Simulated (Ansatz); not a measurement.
`NC1[NH][Zn][NH]1`. Charge 0, multiplicity 1.

```xyz
10

N     0.045   -0.813   -1.108
C     0.333   -0.117    0.126
N     0.240    1.359   -0.007
Zn   -1.258    1.200    1.186
N    -0.563   -0.554    1.197
H    -0.920   -0.628   -1.366
H     0.621   -0.423   -1.846
H     1.375   -0.358    0.403
H     1.063    1.815    0.373
H    -0.935   -1.482    1.042
```

(1) What are the harmonic wavenumbers in cm⁻¹ at PBE0-D4/def2-TZVP (Ansatz, finite differences of forces, unscaled)? (Estimate.)

(2) Is this a minimum?

(3) Give the ideal-gas thermochemistry at 298.15 K and 1 bar (rigid rotor, harmonic oscillator; point group C1, symmetry number 1).

Answers

(1) The calculation gave: 91, 244, 350, 421, 440, 524, 545, 606, 790, 863, 908, 945, 1086, 1161, 1191, 1215, 1297, 1376, 1639, 2951, 3489, 3542, 3578, 3582.

(2) Yes, all 24 modes are real.

(3) Zero-point energy 196.4 kJ/mol; H(298) − E = 214.4 kJ/mol; entropy 324.4 J/(mol·K), of which translation 169.0, rotation 110.3, vibration 45.0; G(298) − E = 117.7 kJ/mol. Modes under 100 cm⁻¹ are hindered rotations or soft bends, so the harmonic entropy is rough.
